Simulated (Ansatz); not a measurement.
Consider the formal exchange of groups at a C–Ga bond: `F/C=[C](/F)[GaH2]` + ethane → `CC/C(F)=C\F` + `[GaH3]`.

Gas-phase electronic energies from Ansatz, PBE0-D4/def2-TZVP geometries. CCSD(T)/CBS adds triple-zeta CCSD(T) − MP2 to the extrapolated MP2 energy (def2 sets, frozen cores). This one scheme is used for every species. Double bonds are as drawn, so ΔE can hold a change between cis and trans. Functionals use def2-TZVPP. B3LYP here is the variant with VWN-RPA as its local correlation; programs differ in this. For Ga outer-core shells are correlated without core-valence functions, which leaves a few kJ/mol of doubt a bond. Scalar relativity is left out up to krypton. Each species was taken in one conformer, which may not be the lowest.

```json
{"level": "B3LYP-D4", "ΔE (kcal/mol)": "5.7"}
{"level": "MP2/def2-QZVPP", "ΔE (kcal/mol)": "5.9"}
```

(1) What does CCSD(T)/CBS give? (Estimate.)

Largest T1 diagnostic among the species: 0.013.

## Answers

(1) The calculation gave: +5.9 kcal/mol. The listed levels differ from it by -0.2, 0.0 kcal/mol.

From r2SCAN to r2SCAN0 (25 % exact exchange), in def2-TZVPP and without D4, ΔE moves by −0.8 kcal/mol. Leaving LDA and LC-ωPBE aside and taking each functional with its dispersion term where it has one, the values, not all of them listed here, spread over 3.5 kcal/mol, from B97M-V to BLYP-D4. LDA lies −3.1 kcal/mol from PBE without D4. In def2-TZVPP, CCSD(T) changes the Hartree–Fock value by +1.4 kcal/mol (the triples alone add +0.3 kcal/mol) and MP2 by +1.7 kcal/mol.
